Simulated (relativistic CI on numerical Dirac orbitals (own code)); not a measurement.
Radial parameters of Sm51+

Method of calculation: Dirac-Coulomb-Breit CI, orbitals from a KLI potential per configuration, a model potential for QED, unscaled Slater integrals (own radial code, finite nucleus).

Slater integrals F^k, G^k are unscaled and averaged over j, outside the closed core [Ne]; ζ comes from projecting the Hamiltonian with its Breit term on Σ l·s of the shell.

- 3p: ζ(3p) = 876190 cm⁻¹; <r>(3p) = 0.2204, <r^2>(3p) = 0.05617 (bohr units).
- 3d: ζ(3d) = 119630 cm⁻¹; <r>(3d) = 0.1935, <r^2>(3d) = 0.04304 (bohr units).
- 4p: ζ(4p) = 357770 cm⁻¹; <r>(4p) = 0.4149, <r^2>(4p) = 0.1957 (bohr units).

Averages of the first 10 configurations, taken without configuration mixing, which lowers the lowest level and can move excited configurations by several eV; other configurations of the list can lie among them:

```csv
Configuration,Parity,States,Average energy above the lowest level (eV)
3s,even,2,0.0
3p,odd,6,231.1
3d,even,10,458.2
4s,even,2,2120.0
4p,odd,6,2215.0
4d,even,10,2303.8
4f,odd,14,2344.5
5s,even,2,3063.4
5p,odd,6,3111.2
5d,even,10,3155.2
```
